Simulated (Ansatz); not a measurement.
Start from `C[S][Zr]([OH])([S]C)[S]C` and change one atom or group to get `C[S][Zr]([F])([S]C)[S]C`.

Ansatz, PBE0-D4/def2-TZVP geometries, multiplicity 1. Each molecule was computed in one conformer, which needn't be the lowest. `C[S][Zr]([OH])([S]C)[S]C` holds a close contact that its SMILES doesn't draw: H···Zr 2.51 Å. `C[S][Zr]([F])([S]C)[S]C` holds a close contact that its SMILES doesn't draw: H···Zr 2.50 Å.

Elements past krypton have def2 core potentials.

| property | `C[S][Zr]([OH])([S]C)[S]C` |
| --- | --- |
| size of the dipole moment (ωB97M-V/def2-TZVPP) / D | 2.25 |
| size of the dipole moment (PBE/def2-TZVPP) / D | 2.16 |
| HOMO–LUMO gap (PBE0/def2-TZVPP) / eV | 5.14 |
| HOMO–LUMO gap (B3LYP/def2-TZVPP) / eV | 4.72 |
| LUMO energy (PBE/def2-TZVPP) / eV | -2.29 |
| HOMO energy (PBE/def2-TZVPP) / eV | -5.49 |

**Question.** Give the same properties after the change, and the shifts. (Best estimate.)

**Answer.** The calculation gave: 
| property | `C[S][Zr]([F])([S]C)[S]C` | shift |
| --- | --- | --- |
| size of the dipole moment (ωB97M-V/def2-TZVPP) / D | 0.59 | -1.66 |
| size of the dipole moment (PBE/def2-TZVPP) / D | 0.65 | -1.51 |
| HOMO–LUMO gap (PBE0/def2-TZVPP) / eV | 5.13 | -0.01 |
| HOMO–LUMO gap (B3LYP/def2-TZVPP) / eV | 4.71 | -0.01 |
| LUMO energy (PBE/def2-TZVPP) / eV | -2.57 | -0.28 |
| HOMO energy (PBE/def2-TZVPP) / eV | -5.76 | -0.27 |

Dipoles are sizes alone; their direction can turn.

Positive LUMOs are unbound, so they and the gaps depend on the basis.

B3LYP here is the variant with VWN-RPA as its local correlation; programs differ in this.
